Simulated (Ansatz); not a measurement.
H2B2, SMILES `B=B` (lower triplet) (charge 0, multiplicity 3). The linear singlet lies higher and needs more than one determinant, so no gap is given.

Cartesian coordinates (Å):
```xyz
4

B     -0.7521     0.0208     0.2071
B      0.7521    -0.0219     0.2657
H     -1.9226     0.0558     0.1617
H      1.9226    -0.0547     0.3113
```
Charge 0, spin multiplicity 3.

Frozen-core energies in 6-31g from Ansatz (an electronic-structure program) at a geometry from B3LYP-D3(BJ)/def2-TZVP; the HF reference has <S^2> = 2.01 and the T1 diagnostic is 0.009.

```json
[
 {"level": "HF", "energy (Ha)": "-50.40405"},
 {"level": "MP2", "energy (Ha)": "-50.48179"},
 {"level": "CCSD", "energy (Ha)": "-50.50444"},
 {"level": "CCSD(T)", "energy (Ha)": "-50.50658"}
]
```

### Question
Estimate the energies of CCSDT, CCSDT(Q) and CCSDTQ, and give each level's difference from CCSDTQ.

### Answer

```json
[
 {"level": "MP2", "energy (Ha)": "-50.48179", "difference from CCSDTQ (mHa)": "25.61"},
 {"level": "CCSD", "energy (Ha)": "-50.50444", "difference from CCSDTQ (mHa)": "2.97"},
 {"level": "CCSD(T)", "energy (Ha)": "-50.50658", "difference from CCSDTQ (mHa)": "0.82"},
 {"level": "CCSDT", "energy (Ha)": "-50.50725", "difference from CCSDTQ (mHa)": "0.16"},
 {"level": "CCSDT(Q)", "energy (Ha)": "-50.50737", "difference from CCSDTQ (mHa)": "0.03"},
 {"level": "CCSDTQ", "energy (Ha)": "-50.50740", "difference from CCSDTQ (mHa)": "0.00"}
]
```
